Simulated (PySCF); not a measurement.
# How methods differ on the electron affinity of Pb

Pb⁻ [Xe] 4f14 5d10 6s2 6p3 (4S) → Pb [Xe] 4f14 5d10 6s2 6p2 (3P), as a difference of total energies. Computed with PySCF 2.14 in aug-cc-pVQZ-PP with ECP60MDF, with scalar relativity through the core potential. Correlated levels: valence: 5s2 5p6 5d10 frozen. The calculations carry no spin-orbit coupling.

**Question.** Order these methods by the electron affinity they give, lowest first.
A. B97-3
B. M06
C. PBE0
D. UHF

**Answer.** D (0.866 eV), B (1.050 eV), A (1.088 eV), C (1.306 eV).

Spin-orbit coupling is strong in these open shells (close to jj coupling). The scalar numbers leave it out and a first-order estimate fails, so it can dominate the gap to the real levels.

Errors of the correlated levels include the incompleteness of this basis and the frozen core.

In the anion the highest occupied orbital energy is positive at LDA, PBE, PBE0, r2SCAN, B97-3, M06, a self-interaction effect; the basis confines that electron, and the energy difference can still be sensible.

For comparison: 0.357 eV (measured; photodetachment measurements, as compiled on the Wikipedia data page of electron affinities).
